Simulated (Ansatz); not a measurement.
Basis-set series for `[CH3][Sn]([F])([F])[C]#N`. Total charge 0; spin multiplicity 1. Sn takes the def2 core potential. The structure was optimised at the PBE0-D4/def2-TZVP level.

```xyz
9

C     1.459   -0.235   -0.338
Sn   -0.437    0.510    0.178
F    -0.414    1.365    1.876
F    -1.002    1.874   -1.018
C    -2.050   -0.826    0.271
N    -2.884   -1.620    0.301
H     1.404   -0.694   -1.324
H     1.764   -0.972    0.403
H     2.160    0.598   -0.349
```

```csv
functional,basis,functions,energy (Eh),HOMO (eV),LUMO (eV)
PBE0-D4,def2-SVP,111,-546.18532,-10.02,-1.22
PBE0-D4,def2-TZVPP,247,-546.61138,-10.12,-1.51
ωB97M-V,def2-SVP,111,-546.37732,-12.25,0.89
ωB97M-V,def2-TZVPP,247,-546.81503,-12.38,0.48
```

Problem. Give the rows for def2-QZVPP. (Best estimate.)

Solution. Ansatz gave: 
```
functional       basis  functions  energy (Eh)  HOMO (eV)  LUMO (eV)
   PBE0-D4  def2-QZVPP        457   -546.63300     -10.13      -1.58
   ωB97M-V  def2-QZVPP        457   -546.83543     -12.39       0.22
```

Positive LUMOs are unbound and depend on the basis.
